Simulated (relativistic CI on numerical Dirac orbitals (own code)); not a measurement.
# Ag VIII: sensitivity of the levels to the model

Base calculation: Dirac-Coulomb-Breit CI, separate exchange-only KLI orbitals for each configuration, model QED, unscaled Slater integrals.

CI space (outside the closed core [Ar] 3d10): 4s²4p⁶4d⁴, 4s²4p⁶4d³5s, 4s²4p⁶4d³4f, 4s²4p⁵4d⁵, 4s²4p⁶4d³5p, 4s4p⁶4d⁵, 4s²4p⁶4d²5s5p, 4s²4p⁶4d³5d, 4s²4p⁶4d²4f5s, 4s²4p⁶4d³6s, 4s²4p⁶4d³6p, 4s²4p⁶4d³5f, 4s²4p⁶4d²5s², 4s²4p⁶4d4f5s², 4s²4p⁶4d5s²5p, 4s²4p⁶4d5s²5d, 4s²4p⁶4d²5p², 4s²4p⁶4d5s5p², 4s²4p⁶4d4f5p², 4s²4p⁶4d5p³, 4s²4p⁶4d5p²5d. Double excitations out of closed p, d and f shells are left out; levels of such configurations are missing from the list, as are those of other unlisted configurations, and high levels can miss mixing partners.

Variants: (1) P86 correlation estimate; (2) only the first configuration; (3) one mean potential for all configurations. Shifts of the energy above 4s²4p⁶4d⁴ ⁵D0, in cm⁻¹, for the lowest level and the first level of each name with at least 55 % of one term (blank where a level changes its place among those of its configuration and J or its character, or is not in the variant):

| Level | Base | Δ(1) | Δ(2) | Δ(3) | Measured |
| --- | --- | --- | --- | --- | --- |
| 4s²4p⁶4d⁴ ⁵D0 | 0.0 | 0.0 | 0.0 | 0.0 | 0.0 |
| 4s²4p⁶4d⁴ ⁵D1 | 1168.1 | -0.1 | -10.4 | -16.6 | 1340.0 |
| 4s²4p⁶4d⁴ ⁵D2 | 2927.3 | -0.1 | -8.9 | -35.4 | 3212.0 |
| 4s²4p⁶4d⁴ ⁵D3 | 4966.7 | 0.0 | -0.4 | -52.3 | 5292.0 |
| 4s²4p⁶4d⁴ ⁵D4 | 7155.9 | 0.0 | +3.9 | -66.6 | 7443.0 |
| 4s²4p⁶4d⁴ ³P0 | 24395.1 | +3.3 | +620.4 | +23.4 | 21309.0 |
| 4s²4p⁶4d⁴ ³H4 | 26414.9 | -0.9 | -288.9 | -10.6 | 23302.0 |
| 4s²4p⁶4d⁴ ³H5 | 29172.9 | -1.4 | -461.6 | -44.0 | 26250.0 |
| 4s²4p⁶4d⁴ ³P1 | 29553.9 | +3.2 | +462.7 | -19.7 | 26526.0 |
| 4s²4p⁶4d⁴ ³H6 | 31100.8 | -1.8 | -596.0 | -59.4 | 28185.0 |
| 4s²4p⁶4d⁴ ³F2 | 31361.6 | +1.8 | +429.1 | -26.4 | 28051.0 |
| 4s²4p⁶4d⁴ ³F4 | 32574.6 | +0.6 | +259.6 | -54.7 |  |
| 4s²4p⁶4d⁴ ³P2 | 35519.1 | +3.3 | +648.9 | -53.5 | 32134.0 |
| 4s²4p⁶4d⁴ ³G4 | 36258.2 | +0.9 | +657.5 | -54.6 | 32698.0 |

At this charge configurations can still be misplaced by up to about 7 % of their energy. Terms inside the open d or f shell come out 10 to 20 % too wide with unscaled integrals. 22 of the 28 excited levels that our extract of the measured tables holds in this range could be paired (the sources list more); they are missed by 3886 cm⁻¹ on average and 9929 at most, and levels without a partner can miss by more. Some levels of the ground configuration have no partner and can miss by 10 % or more.

Measured levels: Atoms 5, 11 (2017), spectra Ag VII to Ag IX.

Ionisation energy from the two ground configurations alone: base 124.733 eV; P86 correlation estimate 126.241 eV. The NIST ASD value (theoretical) is 125 eV.

LS names give the leading component of a level, which can be under half, so a name can repeat, a term be missing and a line seem to break the LS rules.
